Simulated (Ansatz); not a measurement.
Consider the ligand exchange at a Zn–Cl bond: `[F][Zn][Cl]` + CH₃SH → `C[S][Zn][F]` + HCl.

Isolated molecules relaxed with PBE0-D4/def2-TZVP in Ansatz; ΔE leaves out vibrations. CCSD(T)/CBS is the MP2 limit (def2-TZVPP, def2-QZVPP) plus CCSD(T) − MP2 in def2-TZVPP, frozen cores. This one scheme is used for every species. Functionals use def2-TZVPP. For Zn outer-core shells are correlated without core-valence functions, which leaves a few kJ/mol of doubt a bond. Scalar relativity is left out up to krypton. One conformer a species, not always the lowest.

```json
{"species": "`[F][Zn][Cl]`", "revPBE-D4 energy (Eh)": "-2339.34753"}
{"species": "CH₃SH", "revPBE-D4 energy (Eh)": "-438.65436"}
{"species": "`C[S][Zn][F]`", "revPBE-D4 energy (Eh)": "-2317.25310"}
{"species": "HCl", "revPBE-D4 energy (Eh)": "-460.73668"}
```

(1) Work out ΔE.

(2) What do rigid-rotor, harmonic-oscillator terms from PBE0-D4/def2-TZVP frequencies (298.15 K, 1 bar) make of the CCSD(T)/CBS value? (Best estimate.)

Largest T1 diagnostic among the species: 0.016.

Results:

(1) ΔE = (-2317.25310) + (-460.73668) − (-2339.34753) − (-438.65436) = 0.01211 Eh = +31.8 kJ/mol. CCSD(T)/CBS gives +43.7 kJ/mol.

(2) Ansatz gave: ΔZPE = -4.0 kJ/mol, ΔH = +41.9 kJ/mol, ΔS = 0 J/(mol·K), ΔG = +41.9 kJ/mol.

In def2-TZVPP, CCSD(T) changes the Hartree–Fock value by −22.0 kJ/mol (the triples alone add −3.6 kJ/mol) and MP2 by −24.9 kJ/mol. The D4 term adds −3.4 kJ/mol with B3LYP and −1.9 kJ/mol with PBE0; it sums over pairs of atoms, weighted by their polarisabilities, and B3LYP, whose exchange is more repulsive, gets the larger term.

B3LYP here is the variant with VWN-RPA as its local correlation; programs differ in this.
